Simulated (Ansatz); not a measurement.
These are PBE0-D3(BJ)/def2-TZVP run with Ansatz (an electronic-structure program) values and carry that method's errors. No frequencies were computed at this level.

Ansatz 0.2 input:
```yaml
crystal:
  periodic: [false, false, false]
  atoms:
    - { symbol: C, position_ang: [2.21859, -0.336258, -0.687401] }
    - { symbol: C, position_ang: [1.086949, -0.213727, -0.306119] }
    - { symbol: C, position_ang: [-0.242526, -0.043781, 0.150698] }
    - { symbol: C, position_ang: [-1.175051, -1.000316, 0.058789] }
    - { symbol: C, position_ang: [-0.574858, 1.269303, 0.751174] }
    - { symbol: O, position_ang: [-1.655702, 1.568927, 1.183993] }
    - { symbol: H, position_ang: [3.207855, -0.448331, -1.018724] }
    - { symbol: H, position_ang: [-0.970296, -1.965486, -0.371563] }
    - { symbol: H, position_ang: [-2.17012, -0.808326, 0.424831] }
    - { symbol: H, position_ang: [0.27516, 1.977995, 0.772128] }
basis:
  gaussian: { orbitals: def2-tzvp }
hamiltonian:
  xc: pbe0
  dispersion: d3bj
relax:
  max_steps: 150
```

Output:

```
Functional definition: PBE0
1227 factors; their error is unknown
mean field evaluation 1: about -7280.9874 eV, gradient 5.8e1 eV
mean field evaluation 2: about -7279.2140 eV, gradient 6.7e1 eV
mean field evaluation 4: about -7288.1993 eV, gradient 2.6e0 eV
mean field evaluation 8: about -7288.2155 eV, gradient 1.6e-1 eV
mean field evaluation 16: about -7288.2231 eV, gradient 5.9e-4 eV
mean field -7288.22310729 eV, -267.8372590578 hartree, gradient 2.5e-5 eV, S^2 0.000000; 0 other end points of the search recorded, 0 dependent functions left out
reference -7288.22313710 eV, -267.8372601535 hartree; 21, 21 occupied and 189, 189 virtual orbitals, 1227 factors
relax step   1: F+E_penalty+E_count = -7288.40778916 eV  Δ(F+E_penalty+E_count) = +0.000e0 eV  max|allowed force component| = 6.005e-1 eV/Å  Δτ_max = 0.0000 Å  (32 SCF iters, accepted)
these checks for a lower state are left out or cut short: starts, cluster_reference, orbital_swaps, neighbouring_geometries, increment
1227 factors; their error is unknown
mean field -7288.23511223 eV, -267.8377002312 hartree, gradient 2.0e-5 eV, S^2 0.000000; 0 other end points of the search recorded, 0 dependent functions left out
reference -7288.23514211 eV, -267.8377013293 hartree; 21, 21 occupied and 189, 189 virtual orbitals, 1227 factors
relax step   2: F+E_penalty+E_count = -7288.41944842 eV  Δ(F+E_penalty+E_count) = -1.166e-2 eV  max|allowed force component| = 2.068e-1 eV/Å  Δτ_max = 0.0192 Å  (35 SCF iters, accepted)
these checks for a lower state are left out or cut short: starts, cluster_reference, orbital_swaps, neighbouring_geometries, increment
1227 factors; their error is unknown
mean field evaluation 32: about -7288.2375 eV, gradient 7.2e-3 eV
mean field -7288.23749279 eV, -267.8377877152 hartree, gradient 2.0e-5 eV, S^2 0.000000; 0 other end points of the search recorded, 0 dependent functions left out
reference -7288.23752270 eV, -267.8377888144 hartree; 21, 21 occupied and 189, 189 virtual orbitals, 1227 factors
relax step   3: F+E_penalty+E_count = -7288.42166281 eV  Δ(F+E_penalty+E_count) = -2.214e-3 eV  max|allowed force component| = 7.561e-2 eV/Å  Δτ_max = 0.0127 Å  (35 SCF iters, accepted)
these checks for a lower state are left out or cut short: starts, cluster_reference, orbital_swaps, neighbouring_geometries, increment
1227 factors; their error is unknown
mean field -7288.23791988 eV, -267.8378034107 hartree, gradient 2.1e-5 eV, S^2 0.000000; 0 other end points of the search recorded, 0 dependent functions left out
reference -7288.23794979 eV, -267.8378045097 hartree; 21, 21 occupied and 189, 189 virtual orbitals, 1227 factors
relax step   4: F+E_penalty+E_count = -7288.42208167 eV  Δ(F+E_penalty+E_count) = -4.189e-4 eV  max|allowed force component| = 6.963e-2 eV/Å  Δτ_max = 0.0173 Å  (34 SCF iters, accepted)
these checks for a lower state are left out or cut short: starts, cluster_reference, orbital_swaps, neighbouring_geometries, increment
1227 factors; their error is unknown
mean field -7288.23802298 eV, -267.8378071992 hartree, gradient 2.1e-5 eV, S^2 0.000000; 0 other end points of the search recorded, 0 dependent functions left out
reference -7288.23805289 eV, -267.8378082985 hartree; 21, 21 occupied and 189, 189 virtual orbitals, 1227 factors
relax step   5: F+E_penalty+E_count = -7288.42225327 eV  Δ(F+E_penalty+E_count) = -1.716e-4 eV  max|allowed force component| = 5.159e-2 eV/Å  Δτ_max = 0.0091 Å  (36 SCF iters, accepted)
these checks for a lower state are left out or cut short: starts, cluster_reference, orbital_swaps, neighbouring_geometries, increment
1227 factors; their error is unknown
mean field -7288.23821964 eV, -267.8378144266 hartree, gradient 2.1e-5 eV, S^2 0.000000; 0 other end points of the search recorded, 0 dependent functions left out
reference -7288.23824956 eV, -267.8378155259 hartree; 21, 21 occupied and 189, 189 virtual orbitals, 1227 factors
relax step   6: F+E_penalty+E_count = -7288.42246917 eV  Δ(F+E_penalty+E_count) = -2.159e-4 eV  max|allowed force component| = 1.291e-2 eV/Å  Δτ_max = 0.0047 Å  (36 SCF iters, accepted)
these checks for a lower state are left out or cut short: starts, cluster_reference, orbital_swaps, neighbouring_geometries, increment
1227 factors; their error is unknown
mean field -7288.23821988 eV, -267.8378144354 hartree, gradient 2.1e-5 eV, S^2 0.000000; 0 other end points of the search recorded, 0 dependent functions left out
reference -7288.23824980 eV, -267.8378155346 hartree; 21, 21 occupied and 189, 189 virtual orbitals, 1227 factors
relax step   7: F+E_penalty+E_count = -7288.42247243 eV  Δ(F+E_penalty+E_count) = -3.265e-6 eV  max|allowed force component| = 3.523e-3 eV/Å  Δτ_max = 0.0004 Å  (36 SCF iters, accepted)
1227 factors; their error is unknown
mean field evaluation 64: about -7288.2289 eV, gradient 3.0e-4 eV
mean field -7288.23821988 eV, -267.8378144354 hartree, gradient 2.1e-5 eV, S^2 0.000000; 1 other end points of the search recorded, 0 dependent functions left out
reference -7288.23824980 eV, -267.8378155346 hartree; 21, 21 occupied and 189, 189 virtual orbitals, 1227 factors
Total energy: -7288.42250235 eV, -267.8445866910 hartree
Atom 0 at     2.232397    -0.326503    -0.686209 Å, force     0.000249     0.000447     0.000134 eV/Å
Atom 1 at     1.091036    -0.240949    -0.317603 Å, force     0.000780    -0.000295    -0.000397 eV/Å
Atom 2 at    -0.240955    -0.063526     0.142317 Å, force    -0.000341    -0.001236    -0.000161 eV/Å
Atom 3 at    -1.191067    -1.000548     0.063099 Å, force     0.000502     0.000053    -0.000180 eV/Å
Atom 4 at    -0.570447     1.266126     0.748534 Å, force    -0.000315     0.000806     0.000354 eV/Å
Atom 5 at    -1.654071     1.552254     1.177261 Å, force     0.002712     0.001881    -0.000141 eV/Å
Atom 6 at     3.239561    -0.419480    -1.018141 Å, force    -0.000257    -0.000123    -0.000019 eV/Å
Atom 7 at    -0.997063    -1.974346    -0.366919 Å, force     0.000146     0.000030    -0.000064 eV/Å
Atom 8 at    -2.182112    -0.776863     0.440428 Å, force     0.000046     0.000257     0.000108 eV/Å
Atom 9 at     0.272723     1.983834     0.775040 Å, force    -0.003523    -0.001819     0.000367 eV/Å
Dipole moment:     0.341372    -0.296888    -0.214236 e Å
```

Cost: roughly 60 core-seconds.
